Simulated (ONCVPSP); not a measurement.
Before and after: ONCV potential for Gd

| Item | Value |
| --- | --- |
| Element | Gd |
| Generator | ONCVPSP 4.0.1 |
| Type | optimised norm-conserving Vanderbilt (ONCV) |
| Functional | PBE |
| Relativity | scalar-relativistic |
| Frozen core | [Kr] 4d10 |
| Valence charge | 18 |
| Reference configuration | 4f7 5s2 5p6 5d1 6s1 (charge +1) |
| Partial waves | 5s+6s: rc 2.45 bohr, ncon 3, nbas 6, qcut 5.7 1/bohr, 2 projectors; 5p: rc 1.75 bohr, ncon 3, nbas 7, qcut 4.1 1/bohr, 3 projectors, debl 1.3 Ha; 5d: rc 2.80 bohr, ncon 4, nbas 8, qcut 4.6 1/bohr, 1 projector; 4f: rc 1.25 bohr, ncon 3, nbas 8, qcut 14.5 1/bohr, 1 projector |
| Local potential | polynomial inside 0.95 bohr (lpopt 5, dvloc0 -1 Ha) |
| Core correction | polynomial model core, fcfact 0.6 |

Change: d: rc 3.96.

Cutoffs: the cutoffs (Ha) at which the residual kinetic energy of the hardest occupied pseudo-wave falls to 1 and 0.1 mHa per electron; they do not see the model core or the augmentation charge, which bear on the density cutoff. Errors are all-electron minus pseudo energies relative to the spin-unpolarised reference configuration.

What does the change do?

The potential gets neither clearly harder nor softer (84 Ha and 92 Ha → 84 Ha and 92 Ha); both files keep a bound ghost (s); of the 3 tests that both files solve, the error grows in 2 and shrinks in 1 by more than 15 % and 0.3 meV (median size 2.6 → 9.1 meV).

| quantity | base | changed |
| --- | --- | --- |
| cutoff, loose | 84 Ha | 84 Ha |
| cutoff, tight | 92 Ha | 92 Ha |
| loose cutoff by channel | s 9.4 Ha, p 13 Ha, d 7.7 Ha, f 84 Ha | s 9.4 Ha, p 13 Ha, d 6.1 Ha, f 84 Ha |
| bound ghosts | s | s |
| GHOST(+) flags under 300 eV | d at 58.1 eV, p at 166.6 eV | d at 68.2 eV, p at 166.6 eV |
| tests counted as reliable (solved cleanly; for ONCVPSP, near-neutral configurations with less than one 5d electron left out) | 3 of 4 | 3 of 4 |
| error for 4f7 5s2 5p6 5d1 6s2, meV [ΔE -6.65 eV] | +1.2 | 0.0 |
| error for 4f7 5s2 5p6 5d1 6s0, meV [ΔE 12.10 eV] | -4.1 | -9.1 |
| error for 4f7 5s2 5p6 5d0 6s0, meV [ΔE 31.93 eV] | -2.6 | +73 |
| s: phases at 2.48 bohr within 0.05 rad from the reference energy up to (Ha; the scan ends near 5) | 3.2 | 3.2 |
| p: phases at 1.78 bohr within 0.05 rad from the reference energy up to (Ha; the scan ends near 5) | to the end of the scan | to the end of the scan |
| f: phases at 1.27 bohr within 0.05 rad from the reference energy up to (Ha; the scan ends near 5) | 1.6 | 1.6 |
| rms error of d²Exc/dni dnj with the model core, mHa | 1.89 | 1.95 |

Base: Tests not counted: 4f7 5s2 5p6 5d0 6s2 (all-electron energy unsafe for a near-neutral lanthanide with less than one 5d electron, printed error -7.0 meV). Changed file: Tests not counted: 4f7 5s2 5p6 5d0 6s2 (all-electron energy unsafe for a near-neutral lanthanide with less than one 5d electron, printed error +28 meV). A true bound ghost makes a file unfit for plane-wave use even where its test errors are small: the radial tests pick states by their node count and pass the ghost by.
